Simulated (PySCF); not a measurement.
A rate constant, worked out

An elementary step of BH3OF2, singlet (BHF₂ ([F][BH][F]) + H₂O → BHOF₂ ([OH][B]([F])[F]) + H₂; B–H, H–O broken or loosened, B–O, H–H formed or tightened). The start structure is the complex of the reactants, bound by 0.28 eV, and the electronic barrier above it is 1.309 eV by CCSD(T) at an estimated basis limit (MP2 extrapolated from triple and quadruple zeta, plus CCSD(T) − MP2 in triple zeta). Computed with PySCF 2.14 with density fitting (its default auxiliary sets; JK sets also for MP2 and CCSD(T)) (basis: def2-TZVPP and def2-QZVPP); correlated methods freeze the cores. Extrapolation: Hartree–Fock as exp(−7.88 √X), correlation as X^−2.97. Harmonic wavenumbers (analytic Hessian with the translational sum rule) at PBE0-D4/def2-TZVP (PySCF 2.14 with density fitting (its default auxiliary sets; JK sets also for MP2 and CCSD(T))), in cm⁻¹:

Start: 105, 241, 273, 449, 503, 665, 705, 1019, 1065, 1094, 1304, 1623, 2626, 3778, 3879.

Saddle: 1425i, 347, 418, 455, 592, 851, 922, 994, 1072, 1249, 1347, 1426, 1959, 2118, 3829.

Task: Work out the transition-state-theory rate constant at 500 K from these numbers alone (harmonic vibrations; rotation, path degeneracy and anharmonicity left out), and the Wigner tunnelling factor. Use 1 cm⁻¹ = 1.2398 × 10⁻⁴ eV and k_B = 8.617 × 10⁻⁵ eV/K.

Result: Zero-point energies, half the sums: start 19329/2 cm⁻¹ = 1.1982 eV; saddle, real modes only, 17579/2 cm⁻¹ = 1.0898 eV.
Barrier with zero-point energy: 1.309 + 1.0898 − 1.1982 = 1.2006 eV.
k_BT = 0.04309 eV, so the barrier is 27.86 k_BT.
Vibrational partition functions from the zero-point level, ln q = −Σ ln(1 − exp(−hν/k_BT)): start 3.716, saddle 1.673.
k = (k_BT/h) exp(ln q‡ − ln q) exp(−E0/k_BT), with log₁₀(k_BT/h in s⁻¹) = 13.02: log₁₀ k = 13.02 + (-2.043 − 27.86)/2.3026 = 0.03, so k ≈ 1 × 10^(0) s⁻¹.
Wigner factor: 1 + (hν‡/k_BT)²/24 = 1 + (4.10)²/24 = 1.70, too large for this simple formula to be trusted. A change of 1 kcal/mol (0.043 eV) in the barrier would change k by a factor of 2.7 at this temperature.

The T1 diagnostic stays at or below 0.013.

The step is the kind of ligand exchange by which a precursor binds to a hydroxyl group, or is hydrolysed, in atomic layer deposition of oxides.

Labels in which every atom is bracketed show which atoms are joined, not bond orders.

For scale, one of the runs: CCSD(T)/def2-TZVPP, 166 basis functions, launched by `OMP_NUM_THREADS=4 python run.py`. Time: 3.5 min of wall clock on 4 CPU threads of an Arm Neoverse V1; the host was shared. Peak host memory: 1.8 GiB.
